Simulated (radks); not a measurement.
The table gives one normalised radial function P(r) = r R(r) (large component) of Cd2+ in [Kr] 4d7 5s1 5p2 (r in bohr). Calculated with a radial shooting solver on a logarithmic mesh with Libxc functionals: Dirac Kohn-Sham, BLYP, spin-unpolarised, spherical densities, finite nucleus; open shells fill j = l - 1/2 first; Fermi nuclear charge, rms radius 4.6087 fm.

| r | P |
|---|---|
| 0.001846 | 0.0016 |
| 0.002462 | 0.0024 |
| 0.003284 | 0.0036 |
| 0.00438 | 0.0056 |
| 0.005795 | 0.0086 |
| 0.007729 | 0.0134 |
| 0.01031 | 0.0209 |
| 0.01375 | 0.0322 |
| 0.01819 | 0.0481 |
| 0.02426 | 0.0703 |
| 0.03236 | 0.0979 |
| 0.04317 | 0.1267 |
| 0.05711 | 0.1462 |
| 0.07617 | 0.1408 |
| 0.1016 | 0.0901 |
| 0.1355 | -0.0134 |
| 0.1793 | -0.1383 |
| 0.2391 | -0.2200 |
| 0.3189 | -0.1679 |
| 0.4254 | 0.0365 |
| 0.5629 | 0.2697 |
| 0.7507 | 0.3454 |
| 1.001 | 0.1345 |
| 1.335 | -0.2653 |
| 1.767 | -0.6055 |
| 2.357 | -0.7132 |
| 3.143 | -0.5542 |
| 4.192 | -0.2876 |
| 5.547 | -0.0960 |
| 7.398 | -0.0170 |

Which n and l does it have? It may be an empty orbital.

Answer. n = 5, l = 1: the number of nodes gives n - l - 1 = 3, the rise at small r points to l (for j = l - 1/2 the large component starts outside the nucleus as r^gamma with gamma = sqrt(l^2 - (Z/c)^2) = 0.94 and the r^(l+1) term takes over further out; the orbital of l - 1 with the same j starts with the same power, but with a larger coefficient, and does not steepen), and the extent must fit the shell. The curve is that of 5p1/2; the two j differ most near the nucleus, where j = l - 1/2 has the larger amplitude, and in heavy atoms j = l - 1/2 is also the more compact. 5p1/2: eigenvalue -20.014 eV, 3 radial nodes at r = 0.131, 0.408, 1.11 bohr, <r> = 2.58 bohr, 90 % of the charge inside 3.77 bohr.
